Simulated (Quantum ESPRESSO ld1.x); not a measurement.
All-electron atom: Sb II in [Kr] 4d9.5 5s1.5 5p3 (fractional occupations, a model configuration). Method: Dirac Kohn-Sham, BLYP, spin-unpolarised, spherical densities, point nucleus; open shells are shared between the two j in proportion to 2j + 1; computed with ld1.x of Quantum ESPRESSO 7.5.

Radial electron density D(r) = 4 pi r^2 rho(r):

r (bohr)  D(r) (e/bohr)
0.002335          7.167
0.002696          9.023
0.003114          11.30
0.003596          14.05
0.004153          17.34
0.004797          21.21
0.00554           25.69
0.006398          30.76
0.007389          36.33
0.008533          42.27
0.009855          48.33
0.01138           54.17
0.01314           59.37
0.01518           63.47
0.01753           66.05
0.02025           66.83
0.02338           65.81
0.027             63.41
0.03118           60.47
0.03601           58.24
0.04159           58.03
0.04803           60.77
0.05547           66.50
0.06407           74.00
0.07399           80.91
0.08545           84.45
0.09868           82.74
0.114             76.04
0.1316            67.17
0.152             60.44
0.1756            59.20
0.2027            63.34
0.2341            68.74
0.2704            69.54
0.3123            62.23
0.3607            48.39
0.4165            33.76
0.481             24.19
0.5555            21.64
0.6416            23.42
0.7409            24.93
0.8557            23.27
0.9882            18.66
1.141             13.15
1.318             8.590
1.522             5.660
1.758             4.055
2.03              3.140
2.345             2.437
2.708             1.761
3.127             1.134
3.612            0.6347
4.171            0.3036
4.817            0.1215
5.563           0.03953
6.425           0.01013
7.42           0.001991
8.569         0.0002889

D(r) has 4 maxima, at r = 0.0201, 0.0882, 0.256, 0.747 bohr, and minima at 0.0393, 0.169, 0.551 bohr, inside which lie 2.04, 11.22, 29.03 electrons.
